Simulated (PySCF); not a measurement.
**Excitation energy of Nb by level of theory**

Nb [Kr] 4d4 5s1 (6D) → Nb [Kr] 4d3 5s1 6s1 (6F), as a difference of total energies. Calculation: PySCF 2.14, in x2c-TZVPPall with one added diffuse shell each of s, p, d, f type (9s7p7d3f1g, 95 functions); scalar relativity by spin-free X2C-1e. Correlated levels: valence: [Kr] frozen; valence and next inner shell: [Ar] 3d10 frozen. The calculations carry no spin-orbit coupling.

```json
{"method": "UHF", "excitation energy (cm⁻¹)": "31568"}
{"method": "LDA", "excitation energy (cm⁻¹)": "42439"}
{"method": "PBE", "excitation energy (cm⁻¹)": "40444"}
{"method": "PBE0", "excitation energy (cm⁻¹)": "39267"}
{"method": "r2SCAN", "excitation energy (cm⁻¹)": "39919"}
{"method": "B3LYP", "excitation energy (cm⁻¹)": "38834"}
{"method": "PW91", "excitation energy (cm⁻¹)": "40789"}
{"method": "BLYP", "excitation energy (cm⁻¹)": "39225"}
{"method": "MP2 (valence)", "excitation energy (cm⁻¹)": "36105"}
{"method": "SCS-MP2 (valence)", "excitation energy (cm⁻¹)": "33080"}
{"method": "SCS-MP2 (valence and next inner shell)", "excitation energy (cm⁻¹)": "35643"}
```

Q: Estimate what PBEsol gives.

A: 41350 cm⁻¹, closest to PW91 among the rows shown.

Q: Estimate what MP2 (valence and next inner shell) gives.

A: 38743 cm⁻¹, closest to B3LYP among the rows shown.

A first-order spin-orbit estimate (lowest level to lowest level, LS coupling) adds -0.055 eV.

The promoted electron is Rydberg-like, and one or two diffuse shells describe it only roughly, which tends to raise the upper state.
